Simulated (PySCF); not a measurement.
# C⁻ (carbon, charge -1) across methods

[He] 2s2 2p3, high-spin 4S determinant. Computed with PySCF 2.14 in aug-cc-pwCVQZ, with the non-relativistic Hamiltonian (point nucleus).

| method | E (hartree) | mean ε 2s α (eV) | mean ε 2s β (eV) | mean ε 2p α (eV) | Σ⟨r²⟩ (bohr²) | ⟨S²⟩ |
| --- | --- | --- | --- | --- | --- | --- |
| r2SCAN0 | -37.8856 | -8.856 | -3.803 | 0.717 | 28.00 | 3.755 |
| PBE | -37.8567 | -6.185 | -3.065 | 1.885 | 31.01 | 3.753 |
| CAM-B3LYP | -37.8879 | -9.626 | -5.594 | -0.290 | 28.62 | 3.753 |
| r2SCAN | -37.8893 | -7.073 | -2.794 | 1.704 | 29.22 | 3.755 |
| LDA | -37.5363 | -6.053 | -3.074 | 1.778 | 30.98 | 3.754 |
| UHF | -37.70996 | -14.300 | -5.793 | -2.123 | 26.09 | 3.757 |
| PBE0 | -37.8591 | -8.234 | -4.045 | 0.897 | 28.99 | 3.753 |

Q: Estimate the same row for TPSSh.

A: E (hartree) = -37.9146; mean ε 2s α (eV) = -7.349; mean ε 2s β (eV) = -3.329; mean ε 2p α (eV) = 1.527; Σ⟨r²⟩ (bohr²) = 29.06; ⟨S²⟩ = 3.755.

The outer electron is barely bound at this level, so radii and moments hang on the diffuse functions.

The highest occupied level is positive at r2SCAN0, PBE, TPSSh, r2SCAN, LDA, PBE0: only the finite basis holds that electron, which in a density functional comes from self-interaction.
